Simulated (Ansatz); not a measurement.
Consider the formal hydrolysis of a Ga–F bond: `C[CH](C)[Ga]([F])[CH](C)C` + H₂O → `C[CH](C)[Ga]([OH])[CH](C)C` + H–F.

Isolated molecules relaxed with PBE0-D4/def2-TZVP in Ansatz; ΔE leaves out vibrations. CCSD(T)/CBS is the MP2 limit (def2-TZVPP, def2-QZVPP) plus CCSD(T) − MP2 in def2-TZVPP, frozen cores. This one scheme is used for every species. DFT in def2-TZVPP. B3LYP here is the variant with VWN-RPA as its local correlation; programs differ in this. For Ga outer-core shells are correlated without core-valence functions, which leaves a few kJ/mol of doubt a bond. Scalar relativity is left out up to krypton. Each species was taken in one conformer, which may not be the lowest.

`C[CH](C)[Ga]([F])[CH](C)C`:

Z-matrix (Å, degrees):
```
C
C 1 1.525
H 1 1.094 2 111.5
H 1 1.096 2 110.7 3 -118.9
H 1 1.092 2 112.0 3 120.3
Ga 2 1.980 1 111.0 3 -67.9
C 2 1.525 1 112.0 3 59.8
H 2 1.099 1 108.0 3 178.9
F 6 1.782 2 111.6 1 -33.5
C 6 1.979 2 137.7 1 146.6
H 7 1.096 2 110.8 1 56.6
H 7 1.093 2 112.5 1 176.9
H 7 1.095 2 111.6 1 -62.3
C 10 1.527 6 110.0 2 -126.5
C 10 1.523 6 114.0 2 0.1
H 10 1.098 6 103.9 2 118.3
H 14 1.095 10 111.6 6 67.4
H 14 1.096 10 110.7 6 -173.8
H 14 1.092 10 112.0 6 -53.5
H 15 1.096 10 110.9 6 177.7
H 15 1.094 10 111.7 6 -63.1
H 15 1.093 10 112.5 6 57.6
```

H₂O:

Cartesian coordinates in Å:
```
O -0.092 0.206 0.317
H -0.056 -0.749 0.233
H 0.148 0.542 -0.549
```

`C[CH](C)[Ga]([OH])[CH](C)C`:

```xyz
23

C    -1.010    2.542   -1.285
C    -1.240    1.077   -0.936
C    -2.352    0.914    0.098
Ga    0.421    0.163   -0.332
O     1.954    1.116   -0.363
C     0.716   -1.650    0.410
C     0.801   -1.566    1.934
C     1.971   -2.290   -0.173
H    -1.933    3.016   -1.639
H    -0.671    3.114   -0.416
H    -0.260    2.666   -2.072
H    -1.549    0.548   -1.847
H    -2.552   -0.136    0.330
H    -2.104    1.416    1.040
H    -3.291    1.355   -0.258
H     1.853    2.014   -0.682
H    -0.153   -2.264    0.147
H    -0.110   -1.161    2.384
H     0.964   -2.559    2.369
H     1.637   -0.935    2.252
H     1.898   -2.440   -1.253
H     2.853   -1.670    0.010
H     2.156   -3.271    0.282
```

H–F:

Cartesian coordinates in Å:
```
F 0.393 -0.172 -0.167
H -0.393 0.172 0.167
```

```json
{"level": "LDA (SPW92)", "ΔE (kcal/mol)": "8.5", "difference from CCSD(T)/CBS": "0.0"}
{"level": "PBE-D4", "ΔE (kcal/mol)": "9.4", "difference from CCSD(T)/CBS": "0.9"}
{"level": "B97M-V", "ΔE (kcal/mol)": "10.8", "difference from CCSD(T)/CBS": "2.3"}
{"level": "B3LYP-D4", "ΔE (kcal/mol)": "10.0", "difference from CCSD(T)/CBS": "1.5"}
{"level": "r2SCAN0-D4", "ΔE (kcal/mol)": "9.8", "difference from CCSD(T)/CBS": "1.3"}
{"level": "B2PLYP", "ΔE (kcal/mol)": "9.8", "difference from CCSD(T)/CBS": "1.3"}
{"level": "PBE-QIDH", "ΔE (kcal/mol)": "8.9", "difference from CCSD(T)/CBS": "0.4"}
{"level": "r2SCAN0", "ΔE (kcal/mol)": "10.0", "difference from CCSD(T)/CBS": "1.5"}
{"level": "LC-ωPBE", "ΔE (kcal/mol)": "10.4", "difference from CCSD(T)/CBS": "1.9"}
{"level": "RPA@PBE/def2-TZVPP", "ΔE (kcal/mol)": "7.9", "difference from CCSD(T)/CBS": "-0.6"}
{"level": "CCSD(T)/def2-SVP", "ΔE (kcal/mol)": "9.9", "difference from CCSD(T)/CBS": "1.4"}
{"level": "HF/def2-TZVPP", "ΔE (kcal/mol)": "12.0", "difference from CCSD(T)/CBS": "3.5"}
{"level": "CCSD/def2-TZVPP", "ΔE (kcal/mol)": "8.6", "difference from CCSD(T)/CBS": "0.1"}
{"level": "SCS-MP2/def2-QZVPP", "ΔE (kcal/mol)": "8.6", "difference from CCSD(T)/CBS": "0.1"}
{"level": "HF/CBS(def2)", "ΔE (kcal/mol)": "12.3", "difference from CCSD(T)/CBS": "3.8"}
{"level": "CCSD/CBS(def2)", "ΔE (kcal/mol)": "9.0", "difference from CCSD(T)/CBS": "0.5"}
{"level": "CCSD(T)/CBS", "ΔE (kcal/mol)": "8.5", "difference from CCSD(T)/CBS": "0"}
```

Largest T1 diagnostic among the species: 0.012.

The D4 term adds −1.0 kcal/mol with B3LYP and −0.6 kcal/mol with PBE0; it sums over pairs of atoms, weighted by their polarisabilities, and B3LYP, whose exchange is more repulsive, gets the larger term. In def2-TZVPP, CCSD(T) changes the Hartree–Fock value by −3.9 kcal/mol (the triples alone add −0.5 kcal/mol) and MP2 by −4.6 kcal/mol.
